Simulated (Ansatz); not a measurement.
`FC(F)(F)[SiH2]Cl` + HCl → `FC(F)(F)[SiH3]` + Cl₂  (formal exchange of groups at the Si–Cl bond)

Calculated with Ansatz (gas phase, PBE0-D4/def2-TZVP geometries, no zero-point term in ΔE). CBS: MP2 limit from def2 TZ/QZ plus the TZ coupled-cluster correction, frozen cores. This one scheme is used for every species. Functionals use def2-TZVPP. B3LYP here is the variant with VWN-RPA as its local correlation; programs differ in this.

**Question.** Is it downhill or uphill in electronic energy at CCSD(T)/CBS, and by how much? (Best estimate.)

**Answer.** Computed: Uphill: ΔE = +2.72 eV.

**Question.** What do these levels give: LDA (SPW92), revPBE-D4, B3LYP-D4, CAM-B3LYP-D4, ωB97M-V, B2PLYP, BLYP, r2SCAN, B3LYP, RPA@PBE/def2-TZVPP, HF/def2-QZVPP, MP2/CBS(def2)? (Estimate.)

**Answer.** Computed: LDA (SPW92) 2.61, revPBE-D4 2.54, B3LYP-D4 2.62, CAM-B3LYP-D4 2.68, ωB97M-V 2.71, B2PLYP 2.69, BLYP 2.44, r2SCAN 2.74, B3LYP 2.57, RPA@PBE/def2-TZVPP 2.60, HF/def2-QZVPP 2.81, MP2/CBS(def2) 2.87 eV.

Largest T1 diagnostic among the species: 0.013.

From PBE to PBE0 (25 % exact exchange), in def2-TZVPP and without D4, ΔE moves by +0.14 eV. Leaving LDA and LC-ωPBE aside and taking each functional with its dispersion term where it has one, the values, not all of them listed here, spread over 0.34 eV, from BLYP-D4 to PBE-QIDH. LDA lies +0.08 eV from PBE without D4.
